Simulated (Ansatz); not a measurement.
`C[SiH](F)N[SiH](O)O` + H₂Se → `C[SiH](F)[SeH]` + `N[SiH](O)O`  (ligand exchange at the Si–N bond)

Isolated molecules relaxed with PBE0-D4/def2-TZVP in Ansatz; ΔE leaves out vibrations. CCSD(T)/CBS adds triple-zeta CCSD(T) − MP2 to the extrapolated MP2 energy (def2 sets, frozen cores). This one scheme is used for every species. DFT in def2-TZVPP. B3LYP here is the variant with VWN-RPA as its local correlation; programs differ in this. For Se outer-core shells are correlated without core-valence functions, which leaves a few kJ/mol of doubt a bond. Scalar relativity is left out up to krypton. One conformer a species, not always the lowest.

| level | ΔE (eV) |
| --- | --- |
| B3LYP | 0.11 |
| SCS-MP2/def2-TZVPP | 0.16 |
| CCSD(T)/def2-TZVPP | 0.18 |
| CCSD/CBS(def2) | 0.13 |

Task: What does CCSD(T)/CBS give? (An estimate is asked.)

Result: Ansatz gave: +0.13 eV. The listed levels differ from it by -0.02, 0.03, 0.05, 0.00 eV.

Largest T1 diagnostic among the species: 0.011.

The D4 term adds +0.06 eV with B3LYP and +0.04 eV with PBE0; it sums over pairs of atoms, weighted by their polarisabilities, and B3LYP, whose exchange is more repulsive, gets the larger term. From PBE to PBE0 (25 % exact exchange), in def2-TZVPP and without D4, ΔE moves by +0.03 eV.
